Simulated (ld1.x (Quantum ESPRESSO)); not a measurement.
## Plane-wave convergence, TM potential for magnesium (Mg)

- Element: magnesium (Mg)
- Generator: ld1.x (Quantum ESPRESSO) 7.5
- Type: norm-conserving Troullier–Martins (Kleinman–Bylander form)
- Functional: BP86
- Relativity: non-relativistic
- Frozen core: [He]
- Valence charge: 10
- Reference configuration: 2s2 2p6 3s1.75 3p0 (charge +0.25)
- Partial waves: 2p (bound): rc 0.55 bohr; 2s (bound): rc 0.80 bohr
- Local potential: the s channel
- Core correction: none

Occupied shells without a wave of their own: 3s. They enter only through the test configuration that unscreens the potential.

The pseudo-atom Hamiltonian at the reference potential is diagonalised in spherical Bessel functions j_l(qr) that vanish at 20 bohr, with q² up to the cutoff. All-electron valence levels (Ry): 2p -3.5901, 3p -0.2011, 2s -6.0077, 3s -0.4693.

Task: How do the lowest levels (Ry) of each channel move with the cutoff, and are there ghosts?

Result:

```csv
cutoff (Ry),p #1,p #2,s #1,s #2,d #1,d #2,f #1,Σ f·Δε (mRy)
8,-0.6184,-0.0546,-4.6616,-0.3702,-0.0006,0.0803,0.0646,20693.9
25,-1.3781,-0.1105,-5.8825,-0.4640,-0.0008,0.0798,0.0646,13529.7
50,-2.0394,-0.1440,-5.9230,-0.4689,-0.0008,0.0798,0.0646,9472.0
100,-2.7810,-0.1743,-5.9969,-0.4721,-0.0008,0.0798,0.0646,4869.2
180,-3.3616,-0.1946,-6.0051,-0.4726,-0.0008,0.0798,0.0646,1368.2
400,-3.5888,-0.2014,-6.0077,-0.4728,-0.0008,0.0798,0.0646,0.0
```

Result: no extra level below or beside the all-electron valence levels (p, s, d, f tested); 10 mRy is reached at over 300 Ry and 1 mRy at over 300 Ry.
